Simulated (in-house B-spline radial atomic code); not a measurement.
Orbital energies and mean radii along the 61-electron series, configuration [Kr] 4d10 4f13 5s2. The effective charge is n√(-2ε), a non-relativistic measure. Computed with a radial B-spline atomic code at the basis-set limit: Dirac-Hartree-Fock, average of the configuration, finite nuclei.

| ion | Z | energy of 4d3/2 (Eh) | mean radius of 4d3/2 (bohr) | energy of 4d5/2 (Eh) | mean radius of 4d5/2 (bohr) | energy of 4f7/2 (Eh) | mean radius of 4f7/2 (bohr) | effective charge of 4d3/2 |
| --- | --- | --- | --- | --- | --- | --- | --- | --- |
| Ta12+ | 73 | -17.694 | 0.51098 | -17.245 | 0.52172 | -9.4547 | 0.57874 | 23.795 |
| W13+ | 74 | -19.356 | 0.4985 | -18.87 | 0.50912 | -10.804 | 0.55556 | 24.888 |
| Re14+ | 75 | ? | ? | ? | ? | ? | ? | ? |
| Os15+ | 76 | -22.902 | 0.47504 | -22.334 | 0.48547 | -13.717 | 0.51556 | 27.071 |
| Ir16+ | 77 | -24.784 | 0.46404 | -24.171 | 0.47438 | -15.278 | 0.4981 | 28.162 |
| Pt17+ | 78 | -26.737 | 0.45348 | -26.077 | 0.46375 | -16.907 | 0.48202 | 29.251 |
| Au18+ | 79 | -28.762 | 0.44336 | -28.051 | 0.45356 | -18.604 | 0.46715 | 30.338 |
| Hg19+ | 80 | -30.857 | 0.43365 | -30.093 | 0.44379 | -20.367 | 0.45332 | 31.423 |
| Tl20+ | 81 | ? | ? | ? | ? | ? | ? | ? |
| Pb21+ | 82 | ? | ? | ? | ? | ? | ? | ? |
| Bi22+ | 83 | -37.562 | 0.40676 | -36.618 | 0.41676 | -26.054 | 0.41704 | 34.669 |

Problem. Fill in the row of Re14+.

Solution. energy of 4d3/2 (Eh): -21.092; mean radius of 4d3/2 (bohr): 0.48652; energy of 4d5/2 (Eh): -20.566; mean radius of 4d5/2 (bohr): 0.49705; energy of 4f7/2 (Eh): -12.226; mean radius of 4f7/2 (bohr): 0.53462; effective charge of 4d3/2: 25.98.

Problem. Fill in the row of Tl20+.

Solution. energy of 4d3/2 (Eh): -33.022; mean radius of 4d3/2 (bohr): 0.42432; energy of 4d5/2 (Eh): -32.201; mean radius of 4d5/2 (bohr): 0.43441; energy of 4f7/2 (Eh): -22.197; mean radius of 4f7/2 (bohr): 0.44043; effective charge of 4d3/2: 32.507.

Problem. Fill in the row of Pb21+.

Solution. energy of 4d3/2 (Eh): -35.257; mean radius of 4d3/2 (bohr): 0.41537; energy of 4d5/2 (Eh): -34.377; mean radius of 4d5/2 (bohr): 0.42541; energy of 4f7/2 (Eh): -24.093; mean radius of 4f7/2 (bohr): 0.42837; effective charge of 4d3/2: 33.589.

Problem. How does the screening of 4d3/2 change?

Solution. Z less the effective charge goes from 49.20 at Z = 73 to 48.33 at Z = 83.
